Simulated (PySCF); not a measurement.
Species: C5H6FNO.
InChI=1S/C5H6FNO/c6-3-5(4-7)1-2-8-5/h1-3H2/t5-/m0/s1

Computed with TDDFT PBE0/def2-SVPD, vertical, gas phase, core orbitals frozen in the response in PySCF. One conformer (not necessarily the lowest) at the GFN2-xTB geometry, without solvent, vibrations or thermal averaging. Torsions of this conformer, `[N:1]#[C:2][C@@:3]1([CH2:4][F:5])[CH2:6][CH2:7][O:8]1`: C2–C3–C4–F5 165°.

Lowest singlets, with some entries withheld (?).

| state | λ (nm) | f | main configurations (H = HOMO, L = LUMO) |
| --- | --- | --- | --- |
| S1 | 189.3 | ? | H→L (97%) |
| S2 | 173.8 | ? | H→L+1 (95%) |
| S3 | 168.3 | ? | H-1→L (66%), H-2→L (17%) |
| S4 | 160.6 | ? | H→L+2 (93%) |
| S5 | 157.6 | ? | H-2→L (40%), H-1→L+1 (30%), H-3→L (13%) |
| S6 | 153.5 | ? | H-3→L+1 (26%), H-2→L+1 (17%), H-1→L+1 (16%) |

Problem. What stands in place of each question mark?

Solution. 
- S1: f = 0.0052
- S2: f = 0.0023
- S3: f = 0.0049
- S4: f = 0.0029
- S5: f = 0.0057
- S6: f = 0.014

Problem. Which level carries the most intensity, and what share of the listed sum of f?

Solution. S6, with f = 0.014 of 0.034, 39%.

Problem. How far apart are S4 and S6, in eV and cm⁻¹?

Solution. 8.077 − 7.718 = 0.359 eV, or about 2900 cm⁻¹.

Problem. Where do the lowest triplets lie (Tamm–Dancoff)?

Solution. T1 6.02 eV, H→L (69%), H-3→L (11%); T2 6.35 eV, H→L (24%), H-3→L (21%), H-1→L (12%). E(S1) − E(T1) = +0.53 eV.

Hardware: an Arm Neoverse V1 with one thread, shared host. Cost: 41 s (with the writing of density and orbital grids), 0.92 GiB resident at most.
